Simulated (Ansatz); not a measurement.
# A basis-limit estimate, worked out

An elementary step of BNH6OF2, closed shell (BH₃OF₂ ([OH2][BH]([F])[F]) + NH₃ → BNH₄OF₂ ([NH3][B]([OH])([F])[F]) + H₂; B–H, H–O, H–N broken or loosened, B–O, B–N, H–H, H–N formed or tightened). “Start” and “end” are the PBE0-D4/def2-TZVP structures reached by relaxing down either side of its saddle point, with the molecules still in contact.

Program: Ansatz 0.2.0. Basis: def2-TZVPP and def2-QZVPP. Cores are frozen in the correlated methods.

Energies in eV:

| quantity | end | start |
| --- | --- | --- |
| Hartree–Fock, triple zeta (X = 3) | -9706.34964 | -9705.36699 |
| Hartree–Fock, quadruple zeta (X = 4) | -9706.79652 | -9705.80365 |
| MP2 correlation, X = 3 | -30.09711 | -30.25219 |
| MP2 correlation, X = 4 | -32.64001 | -32.78871 |
| CCSD(T) correlation, X = 3 | -31.65431 | -31.81701 |

Q: Work out the step energy at the basis limit: extrapolate Hartree–Fock as E(X) = E∞ + A exp(−7.88 √X) and the MP2 correlation as E(X) = E∞ + B X^−2.97 (the exponents that Neese and Valeev fitted for def2-TZVPP and QZVPP), then add CCSD(T) − MP2 in triple zeta.

A: Each step is linear, so take the differences first (end − start): Hartree–Fock -0.98265 (X = 3) and -0.99287 (X = 4); MP2 correlation 0.15508 and 0.14870; CCSD(T) correlation 0.16270.
Two points give E∞ = E(4) + w [E(4) − E(3)], with w = 1/(exp(7.88 (2 − √3)) − 1) = 0.1377 for Hartree–Fock and w = 1/((4/3)^2.97 − 1) = 0.7407 for the correlation.
Hartree–Fock: -0.99287 + 0.1377 × (-0.01022) = -0.9943 eV.
MP2 correlation: 0.14870 + 0.7407 × (-0.00638) = 0.1440 eV.
CCSD(T) − MP2: 0.16270 − 0.15508 = 0.0076 eV.
Sum: -0.9943 + 0.1440 + 0.0076 = -0.8427 eV, or -19.43 kcal/mol. Plain CCSD(T) in triple zeta gives -0.8199 eV, so the larger basis shifts the result by -0.0228 eV.

No T1 diagnostic of these runs exceeds 0.012.

The step is the kind of ligand exchange by which a precursor binds to a hydroxyl group, or is hydrolysed, in atomic layer deposition of oxides.

Labels in which every atom is bracketed show which atoms are joined, not bond orders.

For scale, one of the runs: CCSD(T)/def2-TZVPP, 239 basis functions, launched by `ansatz run in.yaml --threads 4 --pin off --events-out ev --progress --plain --max-ram 9574MiB`. Hardware: 4 CPU threads of an Arm Neoverse V1, shared host. Wall time 3.4 min; peak host memory 5.1 GiB.
